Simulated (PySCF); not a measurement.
# Computed structure and properties of [Re(OH)6]+

System: [Re(OH)6]+ (singlet); start: displaced along the imaginary mode (C1). Method: PySCF 2.14.0, RKS TPSS, Re def2-SVP with ECP60, O def2-SVP, H def2-SVP; non-relativistic Hamiltonian with scalar-relativistic core potentials where named; density fitting; no spin-orbit coupling.

Input of the relaxation:

```python
mol = gto.M(atom='''
Re    -0.00890    -0.00664    -0.00776
O      0.26589    -0.23908     1.85513
H      0.26565     0.55835     2.46949
O     -0.11448     0.14762    -1.86452
H      0.12196    -0.34747    -2.70462
O      1.86340     0.11511    -0.28531
H      2.50206     0.01684     0.48411
O     -0.11439     1.87164     0.22924
H      0.70182     2.45225     0.14889
O     -1.86233     0.03202     0.19868
H     -2.69898     0.34100    -0.25692
O      0.04002    -1.87175    -0.06645
H     -0.48110    -2.67120     0.23871''',
    basis={'Re': 'def2-SVP', 'O': 'def2-SVP', 'H': 'def2-SVP'},
    ecp={'Re': 'def2-SVP'},
    charge=1, spin=0)
mf = dft.RKS(mol, xc='TPSS')
mf.grids.atom_grid = (50, 194)
mf = mf.density_fit()  # fitting sets: Re def2-universal-JKFIT, O def2-universal-JKFIT, H def2-universal-JKFIT
mf.conv_tol = 1e-08; mf.max_cycle = 55
mf.kernel(dm0)  # dm0: converged density of the start geometry
# quasi-Newton relaxation in Cartesian coordinates to a largest gradient under 0.00045 Eh/bohr, steps kept in the point group
```

Run from Python with OMP_NUM_THREADS=4; the lines above give its settings. Where DIIS fails, smearing, a level shift and second-order steps follow.
It took 3.2 min on 4 threads of Arm Neoverse V1 (shared host), from the converged density of the start.

Course of the relaxation:

```json
{"step": "0", "energy above end (eV)": "0.3525", "largest force component within the symmetry (eV/Å)": "0.949"}
{"step": "1", "energy above end (eV)": "0.2551", "largest force component within the symmetry (eV/Å)": "0.169"}
{"step": "2", "energy above end (eV)": "0.2362", "largest force component within the symmetry (eV/Å)": "0.151"}
{"step": "3", "energy above end (eV)": "0.2158", "largest force component within the symmetry (eV/Å)": "0.439"}
{"step": "4", "energy above end (eV)": "0.1957", "largest force component within the symmetry (eV/Å)": "0.758"}
{"step": "5", "energy above end (eV)": "0.1590", "largest force component within the symmetry (eV/Å)": "0.951"}
{"step": "6", "energy above end (eV)": "0.1137", "largest force component within the symmetry (eV/Å)": "0.528"}
{"step": "7", "energy above end (eV)": "0.0892", "largest force component within the symmetry (eV/Å)": "1.093"}
{"step": "16", "energy above end (eV)": "0.0023", "largest force component within the symmetry (eV/Å)": "0.077"}
{"step": "17", "energy above end (eV)": "0.0013", "largest force component within the symmetry (eV/Å)": "0.057"}
{"step": "18", "energy above end (eV)": "0.0008", "largest force component within the symmetry (eV/Å)": "0.033"}
{"step": "19", "energy above end (eV)": "0.0003", "largest force component within the symmetry (eV/Å)": "0.033"}
{"step": "20", "energy above end (eV)": "0.0001", "largest force component within the symmetry (eV/Å)": "0.022"}
{"step": "21", "energy above end (eV)": "0.0000", "largest force component within the symmetry (eV/Å)": "0.013"}
```
(The steps between are left out.)

Relaxed geometry (C3):

```xyz
13

Re   -0.1398   -0.1227   -0.1210
O     0.3131   -0.3770    1.7207
H     0.3843    0.4120    2.2995
O    -0.1153   -0.0901   -1.9782
H     0.6304   -0.1083   -2.6174
O     1.7263    0.1833   -0.4175
H     2.3329    0.1547    0.3531
O    -0.2640    1.7417    0.2886
H     0.5555    2.2809    0.2700
O    -1.9870    0.0538   -0.0328
H    -2.5677    0.8461   -0.0101
O    -0.1967   -1.9772   -0.0385
H    -0.1913   -2.5987    0.7223
```

| contact | Å |
| --- | --- |
| Re1–O2 (OH) | 1.914 |
| Re1–O4 (OH) | 1.858 |
| Re1–O6 (OH) | 1.914 |
| Re1–O8 (OH) | 1.913 |
| Re1–O10 (OH) | 1.858 |
| Re1–O12 (OH) | 1.857 |

On the finer grid (75, 302):

```
HOMO                                                          : -12.76 eV
LUMO                                                          : -9.77 eV
Dipole about the centre of mass                               : 2.74 D
Set of Mulliken populations of Re1 outside the core potential : s 2.43, p 6.50, d 4.49, f 0.26
D3(BJ) dispersion energy (not in the energies)                : -0.363 eV
```

| atom | Mulliken (e) | Löwdin (e) | spin (e) |
| --- | --- | --- | --- |
| Re1 | 1.32 | 0.31 | 0.00 |
| O2 | -0.36 | -0.08 | 0.00 |
| H3 | 0.27 | 0.14 | 0.00 |
| O4 | -0.30 | 0.01 | 0.00 |
| H5 | 0.29 | 0.17 | 0.00 |
| O6 | -0.36 | -0.08 | 0.00 |
| H7 | 0.27 | 0.14 | 0.00 |
| O8 | -0.36 | -0.08 | 0.00 |
| H9 | 0.27 | 0.14 | 0.00 |
| O10 | -0.30 | 0.01 | 0.00 |
| H11 | 0.29 | 0.17 | 0.00 |
| O12 | -0.30 | 0.01 | 0.00 |
| H13 | 0.29 | 0.17 | 0.00 |

No frequency check is given here.

Taking off one OH (charge -1, singlet; the rest: singlet) in vacuum, both parts rigid, costs 18.38 eV; the small basis without counterpoise inflates it. Most of it is the attraction of opposite charges; other ways to part are cheaper, and one spin state was tried for the rest.

Rigid scan of OH along the line from its metal, all other atoms held (where the atom bridges, its other bond changes as well):

```tsv
distance to O2 (Å)	energy (eV)
1.61	1.997
1.71	0.739
1.81	0.155
1.91	0.000
2.01	0.110
2.11	0.378
2.31	1.121
2.61	2.274
```

One start shape was tried, so this needn't be the lowest isomer.
